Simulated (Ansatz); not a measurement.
C3H6Si, SMILES `C#C[SiH2]C` (charge 0, multiplicity 1).

Computed with r2SCAN0/cc-pVTZ // B3LYP-D3(BJ)/def2-TZVP (Ansatz, a program for electronic structure).

Ansatz 0.2 input:
```yaml
crystal:
  periodic: [false, false, false]
  atoms:
    - { symbol: C, position_ang: [2.579041, 0.345115, 0.417759] }
    - { symbol: C, position_ang: [1.479722, -0.10656, 0.212585] }
    - { symbol: Si, position_ang: [-0.200102, -0.767702, -0.090964] }
    - { symbol: C, position_ang: [-1.486141, 0.532658, 0.300008] }
    - { symbol: H, position_ang: [3.550152, 0.740293, 0.597635] }
    - { symbol: H, position_ang: [-0.385827, -1.96433, 0.761474] }
    - { symbol: H, position_ang: [-0.28385, -1.180191, -1.510788] }
    - { symbol: H, position_ang: [-2.491026, 0.144823, 0.121218] }
    - { symbol: H, position_ang: [-1.34359, 1.415842, -0.324617] }
    - { symbol: H, position_ang: [-1.418373, 0.840056, 1.344711] }
basis:
  gaussian: { orbitals: cc-pVTZ }
hamiltonian:
  xc: r2scan0
```

Output:

```
Functional definition: r2SCAN0
1163 factors; their error is unknown
mean field evaluation 1: about -11076.2028 eV, gradient 5.6e1 eV
mean field evaluation 2: about -11076.3182 eV, gradient 5.2e1 eV
mean field evaluation 4: about -11083.1268 eV, gradient 4.7e0 eV
mean field evaluation 8: about -11083.1824 eV, gradient 4.8e-2 eV
mean field evaluation 16: about -11083.2085 eV, gradient 3.2e-5 eV
mean field -11083.20850361 eV, -407.3004000391 hartree, gradient 3.2e-5 eV, S^2 0.000000; 0 other end points of the search recorded, 0 dependent functions left out
reference -11083.20851313 eV, -407.3004003888 hartree; 19, 19 occupied and 189, 189 virtual orbitals, 1163 factors
Total energy: -11083.20851313 eV, -407.3004003888 hartree
```
